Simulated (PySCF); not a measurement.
**Structure from NMR data**

Molecular formula: C8H10O2. Simulated spectra:

$^{1}$H NMR (600 MHz, computed): δ 6.79 (m, 1H), 6.65 (m, 1H), 6.13 (d, 1H), 5.65 (m, 1H), 5.63 (br s, 1H), 5.55 (m, 1H), 5.47 (br s, 1H), 2.25 (s, 3H).

$^{13}$C{$^{1}$H} NMR (computed): δ 173.4 (C), 158.2 (C), 144.7 (CH), 138.1 (CH), 135.9 (CH), 127.2 (CH2), 115.2 (CH2), 24.2 (CH3).

[PySCF: σ from GIAO-PBE0/pcSseg-1; GFN2-xTB geometry; no solvent model; no relativistic terms; one computed conformer; equivalent nuclei averaged]

Referencing at the same level of theory: $^{1}$H (σref 31.72) and $^{13}$C (σref 186.93) vs TMS.

Propose a structure and justify it.

Results:


- The formula gives 4 degrees of unsaturation (no ring in the answer).
- 8 carbon signals for 8 carbons: no two carbons are equivalent.
- Carbon types of the structure: 2 × C, 3 × CH, 2 × CH2, 1 × CH3, which accounts for all hydrogens.
- δC 173.4: ester carbonyl carbon; it is a carbonyl in resonance with an O or N lone pair, the region of acids, esters and amides.
- δC 158.2: alkene carbon bearing oxygen; an sp2 carbon further deshielded by the attached heteroatom.
- δC 144.7, 138.1, 135.9: alkene CH; as expected for a trigonal carbon in a double bond.
- δC 127.2: terminal =CH2 carbon; as expected for a trigonal carbon in a double bond.
- δC 115.2: β carbon of an enol-ether or enamine type C=C.
- δH 5.63, 5.47: hydrogen on a β carbon of an enol-ether or enamine type C=C; olefinic region.
- δH 2.25: hydrogen on a methyl carbon α to a carbonyl; α to C=O.

These data were computed for `C=C/C=C/C(=C)OC(C)=O`.

This is the structure that produced the data.

Shifts are as computed. Against solution values, carbons near 30 ppm lie about +3 ppm off and those near 130 ppm about +5 ppm. Of 1211 compounds with measured shifts, 218 miss one by over three times the rms of a fit or turn the order of signals round; such compounds aren't used in these exercises. Multiplicities follow the n + 1 count of equivalent neighbours, as no J values were calculated; m marks all less simple cases, F and P coupling included.
